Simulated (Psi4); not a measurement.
Cl$_{2}$Pb (SMILES [Cl][Pb][Cl]), singlet, at a GFN2-xTB geometry (such geometries of metal compounds can be far from the true shape) (core potentials on Pb); PBE0/def2-TZVP (Psi4).

Here is a job for Psi4.
```
memory 2 GB

molecule {
0 1
  Pb    0.00765115   -0.01117216    0.46344358
  Cl    1.26191218    1.44651416   -1.10463352
  Cl   -1.29881774   -1.39262489   -1.13080023
}

set basis def2-tzvp

energy('pbe0')
print_variables()
```

### Question
Write the output that Psi4 gives for this input, abridged.

### Answer

```
   => Loading Basis Set <=

    Name: DEF2-TZVP
    Role: ORBITAL
    Keyword: BASIS

    !!!  WARNING: ECP capability is in beta. Please check occupations closely.  !!!

         ---------------------------------------------------------
                                   SCF
               by Justin Turney, Rob Parrish, Andy Simmonett
                          and Daniel G. A. Smith
                              RKS Reference
         ---------------------------------------------------------

  ==> Geometry <==

    Molecular point group: c2v
    Full point group: C2v

    Geometry (in Angstrom), charge = 0, multiplicity = 1:

       Center              X                  Y                   Z               Mass
    ------------   -----------------  -----------------  -----------------  -----------------
         PB           0.000000000000    -0.000000000000     0.398072006735   207.976652500000
         CL          -0.000000000000     1.911722584813    -1.183763221624    34.968852682000
         CL           0.000000000000    -1.911722584813    -1.183763221624    34.968852682000

  Running in c2v symmetry.

  Rotational constants: A =      0.12872  B =      0.06595  C =      0.04361 [cm^-1]
  Rotational constants: A =   3859.04403  B =   1977.22493  C =   1307.37602 [MHz]
  Nuclear repulsion =  199.521121587537834

  Charge       = 0
  Multiplicity = 1
  Electrons    = 56
  Nalpha       = 28
  Nbeta        = 28

  ==> Algorithm <==

  SCF Algorithm Type is DF.
  DIIS enabled.
  MOM disabled.
  Fractional occupation disabled.
  Guess Type is SAD.
  Energy threshold   = 1.00e-06
  Density threshold  = 1.00e-06
  Integral threshold = 1.00e-12

  ==> Primary Basis <==

  Basis Set: DEF2-TZVP
    Blend: DEF2-TZVP
    Number of shells: 42
    Number of basis functions: 124
    Number of Cartesian functions: 143
    Spherical Harmonics?: true
    Max angular momentum: 3

  Core potential: DEF2-TZVP
    Number of shells: 4
    Number of ECP primitives: 18
    Number of ECP core electrons: 60
    Max angular momentum: 3

  ==> DFT Potential <==

   => LibXC <=

    Version 7.1.2
    S. Lehtola, C. Steigemann, M. J. T. Oliveira, and M. A. L. Marques,  SoftwareX 7, 1–5 (2018) (10.1016/j.softx.2017.11.002)

   => Composite Functional: PBE0 <=

    PBE0 Hyb-GGA Exchange-Correlation Functional

    C. Adamo and V. Barone,  J. Chem. Phys. 110, 6158 (1999) (10.1063/1.478522)
    M. Ernzerhof and G. E. Scuseria,  J. Chem. Phys. 110, 5029 (1999) (10.1063/1.478401)

[...]
   @DF-RKS iter   4: -1113.11601731246401   -2.48993e-03   2.21548e-04 ADIIS/DIIS
   @DF-RKS iter   5: -1113.11608913187683   -7.18194e-05   5.52008e-05 DIIS
   @DF-RKS iter   6: -1113.11609640156098   -7.26968e-06   1.33887e-05 DIIS
   @DF-RKS iter   7: -1113.11609672169971   -3.20139e-07   3.34044e-06 DIIS
   @DF-RKS iter   8: -1113.11609674691454   -2.52148e-08   8.33555e-07 DIIS
  Energy and wave function converged.

  ==> Post-Iterations <==

   Electrons on quadrature grid:
      Ntotal   =   56.0000035391 ; deviation = 3.539e-06

    Orbital Energies [Eh]
    ---------------------

    Doubly Occupied:

[...]
      12A1    -0.301563

    Virtual:

[...]
    Final Occupation by Irrep:
             A1    A2    B1    B2
    DOCC [    12,    3,    4,    9 ]
    NA   [    12,    3,    4,    9 ]
    NB   [    12,    3,    4,    9 ]

  @DF-RKS Final Energy: -1113.11609674691454

   => Energetics <=

    Nuclear Repulsion Energy =            199.5211215875378343
    One-Electron Energy =               -2006.1402955158453096
    Two-Electron Energy =                 748.2746637753554069
    DFT Exchange-Correlation Energy =     -54.7715865939625672
    Empirical Dispersion Energy =           0.0000000000000000
    VV10 Nonlocal Energy =                  0.0000000000000000
    Total Energy =                      -1113.1160967469145362

Computation Completed

Properties will be evaluated at   0.000000,   0.000000,   0.000000 [a0]

Properties computed using the SCF density matrix

 Multipole Moments:

 ------------------------------------------------------------------------------------
     Multipole            Electronic (a.u.)      Nuclear  (a.u.)        Total (a.u.)
 ------------------------------------------------------------------------------------

 L = 1.  Multiply by 2.5417464519 to convert [e a0] to [Debye]
 Dipole X            :          0.0000000            0.0000000            0.0000000
 Dipole Y            :          0.0000000            0.0000000            0.0000000
 Dipole Z            :         61.3307551          -59.5081662            1.8225889
 Magnitude           :                                                    1.8225889

 ------------------------------------------------------------------------------------

  Variable Map:
  ----------------------------------------------------------------------------
[...]
  Array Variable Map:
  ----------------------------------------------------------------------------
[...]
[...]
```
